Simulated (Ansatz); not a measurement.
Computed with Ansatz on PBE0-D4/def2-TZVP structures; ΔE is electronic, products minus reactants. CCSD(T)/CBS is the MP2 limit (def2-TZVPP, def2-QZVPP) plus CCSD(T) − MP2 in def2-TZVPP, frozen cores. This one scheme is used for every species. Functionals use def2-TZVPP. B3LYP here is the variant with VWN-RPA as its local correlation; programs differ in this. HSE06 is defined as in plane-wave codes. For Ge outer-core shells are correlated without core-valence functions, which leaves a few kJ/mol of doubt a bond. Scalar relativity is left out up to krypton. Each species was taken in one conformer, which may not be the lowest.

Consider the hydrogenolysis of the Si–O bond: `O[SiH2][S][GeH3]` + H₂ → `[SiH3][S][GeH3]` + H₂O.

`O[SiH2][S][GeH3]`:

```xyz
10

O     1.324   -2.009   -0.110
Si   -0.155   -1.408   -0.491
S    -0.076    0.478   -1.482
Ge   -0.294    1.780    0.311
H     1.929   -1.443    0.372
H    -0.989   -1.238    0.729
H    -0.747   -2.392   -1.421
H    -1.732    1.708    0.844
H     0.050    3.200   -0.154
H     0.689    1.322    1.403
```

H₂:

Z-matrix (Å, degrees):
```
H
H 1 0.746
```

`[SiH3][S][GeH3]`:

Cartesian coordinates in Å:
```
Si -0.656 0.171 1.494
S 0.632 -1.224 0.526
Ge 0.704 -0.252 -1.476
H -0.063 1.534 1.496
H -0.825 -0.308 2.887
H -1.978 0.237 0.818
H 1.620 -1.135 -2.331
H 1.277 1.167 -1.341
H -0.711 -0.190 -2.072
```

H₂O:

Cartesian coordinates in Å:
```
O 0.355 -0.120 0.107
H 0.107 0.312 -0.714
H -0.461 -0.192 0.607
```

**Question.** Is it downhill or uphill in electronic energy at CCSD(T)/CBS, and by how much? (Best estimate.)

**Answer.** Ansatz gave: Uphill: ΔE = +75.7 kJ/mol.

**Question.** What do these levels give: PBE-D4, HSE06-D4, CAM-B3LYP-D4, B2PLYP, revPBE, B3LYP, r2SCAN0, RPA@PBE/def2-TZVPP, MP2/def2-SVP, CCSD(T)/def2-SVP, CCSD(T)/def2-TZVPP, CCSD/CBS(def2)? (An estimate is asked.)

**Answer.** Ansatz gave: PBE-D4 72.8, HSE06-D4 71.1, CAM-B3LYP-D4 78.9, B2PLYP 77.3, revPBE 65.8, B3LYP 72.7, r2SCAN0 77.9, RPA@PBE/def2-TZVPP 72.1, MP2/def2-SVP 69.1, CCSD(T)/def2-SVP 61.0, CCSD(T)/def2-TZVPP 75.2, CCSD/CBS(def2) 73.0 kJ/mol.

**Question.** What do rigid-rotor, harmonic-oscillator terms from PBE0-D4/def2-TZVP frequencies (298.15 K, 1 bar) make of the CCSD(T)/CBS value? (An estimate is asked.)

**Answer.** The calculation gave: ΔZPE = +12.1 kJ/mol, ΔH = +86.1 kJ/mol, ΔS = 32 J/(mol·K), ΔG = +76.4 kJ/mol. Modes under 50 cm⁻¹ make the entropy rough.

Largest T1 diagnostic among the species: 0.012.

In def2-TZVPP, CCSD(T) changes the Hartree–Fock value by +5.9 kJ/mol (the triples alone add +2.7 kJ/mol) and MP2 by +12.7 kJ/mol. From r2SCAN to r2SCAN0 (25 % exact exchange), in def2-TZVPP and without D4, ΔE moves by −3.4 kJ/mol.
